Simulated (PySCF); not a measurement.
A PySCF script (with the pyscf-properties extension) for the NMR shieldings of `O=CCC[CH2][AlH-]1[Cl+][AlH2-][Cl+]1`, C4H10Al2Cl2O, on a GFN2-xTB geometry:

```python
import basis_set_exchange as bse
import numpy as np
from pyscf import gto, dft
from pyscf.prop import nmr

atoms = """
O    -4.534814   -0.337569   -1.376818
C    -3.702710    0.032087   -0.598121
C    -2.502030   -0.755433   -0.166954
C    -1.226927    0.090329   -0.170217
C     0.004879   -0.696567    0.307498
Al    1.400635    0.701300    0.109358
Cl    2.865034    0.238231   -1.493767
Al    4.500766    0.309670   -0.059049
Cl    3.071087    0.731800    1.543195
H    -3.770014    1.030828   -0.120282
H    -2.694241   -1.104405    0.852691
H    -2.391667   -1.629165   -0.811877
H    -1.043929    0.468332   -1.181778
H    -1.370407    0.966046    0.470593
H     0.115333   -1.587492   -0.326566
H    -0.195436   -1.083570    1.315122
H     1.057422    2.186839   -0.124610
H     5.359451    1.564049   -0.309233
H     5.047764   -1.116058    0.148519
"""
names = dict.fromkeys(["O", "C", "Al", "Cl", "H"], "pcSseg-1")
basis = {el: gto.basis.parse(bse.get_basis(n, elements=[el], fmt="nwchem")) for el, n in names.items()}
mol = gto.M(atom=atoms, basis=basis, charge=0, verbose=0)
mf = dft.RKS(mol, xc="PBE0")
mf.grids.level = 2
mf.grids.alignment = dft.numint.BLKSIZE   # the property module wants whole blocks of grid points
mf.conv_tol = 1e-9
mf.kernel()

calc = nmr.RKS(mf)   # GIAO
C = mf.mo_coeff
Co = C[:, mf.mo_occ > 0]
resp = mf.gen_response(singlet=True, hermi=2)
def vind(x):   # induced exchange potential for any number of trial vectors
    d = np.einsum("pi,xij,qj->xpq", C, 2 * x.reshape(-1, C.shape[1], Co.shape[1]), Co, optimize=True)
    return np.einsum("xpq,pi,qj->xij", resp(d - d.transpose(0, 2, 1)), C, Co, optimize=True).ravel()
mo1, _ = nmr.rhf.solve_mo1(calc, with_cphf=vind)
sigma = calc.kernel(mo1)
for i, s in enumerate(sigma):   # ppm
    w = np.linalg.eigvalsh((s + s.T) / 2)
    print("%2d %-2s iso %8.1f  s11 %8.1f  s22 %8.1f  s33 %8.1f" % (i, mol.atom_pure_symbol(i), w.mean(), *w))
```

Problem. What does it print?

Solution. 
```
 0 O  iso   -372.2  s11  -1007.4  s22   -454.0  s33    344.7
 1 C  iso    -19.1  s11   -113.7  s22    -31.7  s33     88.2
 2 C  iso    131.9  s11    105.4  s22    125.0  s33    165.4
 3 C  iso    161.5  s11    157.0  s22    160.2  s33    167.4
 4 C  iso    172.2  s11    160.2  s22    169.6  s33    186.8
 5 Al iso    408.1  s11    348.5  s22    366.3  s33    509.6
 6 Cl iso    933.6  s11    842.5  s22    954.5  s33   1003.6
 7 Al iso    412.4  s11    356.7  s22    381.5  s33    499.0
 8 Cl iso    925.8  s11    836.7  s22    943.5  s33    997.3
 9 H  iso     21.8  s11     19.1  s22     20.2  s33     25.9
10 H  iso     29.5  s11     26.8  s22     28.1  s33     33.6
11 H  iso     29.5  s11     26.1  s22     29.3  s33     33.2
12 H  iso     30.5  s11     25.1  s22     31.6  s33     34.8
13 H  iso     29.8  s11     24.7  s22     29.7  s33     35.0
14 H  iso     31.0  s11     26.5  s22     30.6  s33     35.7
15 H  iso     31.1  s11     26.7  s22     30.3  s33     36.2
16 H  iso     27.1  s11     23.4  s22     25.8  s33     32.0
17 H  iso     27.1  s11     23.8  s22     24.1  s33     33.3
18 H  iso     27.1  s11     24.0  s22     24.1  s33     33.1
```

These numbers come from an equivalent density-fitted implementation of the same equations, which agrees with the script to about 0.01 ppm for H and up to a few tenths of a ppm for heavy atoms, so last digits may differ.

Size and cost of the density-fitted run: 231 basis functions, 94 s wall time on 1 thread of an Arm Neoverse N1, shared host; peak memory 1.1 GiB.
